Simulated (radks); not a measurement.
Q: The mean radii <r> (bohr) of the occupied orbitals of an atom or ion are listed with their occupations. Calculated with a radial shooting solver on a logarithmic mesh with Libxc functionals: Dirac Kohn-Sham, PBEsol, spin-unpolarised, spherical densities, finite nucleus; Fermi nuclear charge, rms radius of each element as measured or else 0.836 A^(1/3) + 0.57 fm.

| orbital | occ. | <r> |
|---|---|---|
| 1s1/2 | 2 | 0.01967 |
| 2s1/2 | 2 | 0.08278 |
| 2p1/2 | 2 | 0.06873 |
| 2p3/2 | 4 | 0.07623 |
| 3s1/2 | 2 | 0.2164 |
| 3p1/2 | 2 | 0.2061 |
| 3p3/2 | 4 | 0.2202 |
| 3d3/2 | 4 | 0.1935 |
| 3d5/2 | 6 | 0.1979 |
| 4s1/2 | 2 | 0.4880 |
| 4p1/2 | 2 | 0.4957 |
| 4p3/2 | 4 | 0.5282 |
| 4d3/2 | 4 | 0.5537 |
| 4d5/2 | 6 | 0.5652 |
| 5s1/2 | 2 | 1.208 |
| 5p1/2 | 2 | 1.362 |
| 5p3/2 | 4 | 1.475 |
| 4f5/2 | 6 | 0.7692 |
| 4f7/2 | 8 | 0.7896 |

Name the element and its charge. Open shells, if any, fill j = l - 1/2 first.

A: Z = 70, ytterbium, charge +2: Yb2+ in [Xe] 4f14. The 1s radius gives Z: for a bare nucleus <r> = (2 gamma + 1)/(2Z) with gamma = sqrt(1 - (Z/c)^2), 0.01942 bohr for Z = 70, and screening makes it slightly larger (0.01967 here). The occupations add up to 68, and the charge is Z minus that.
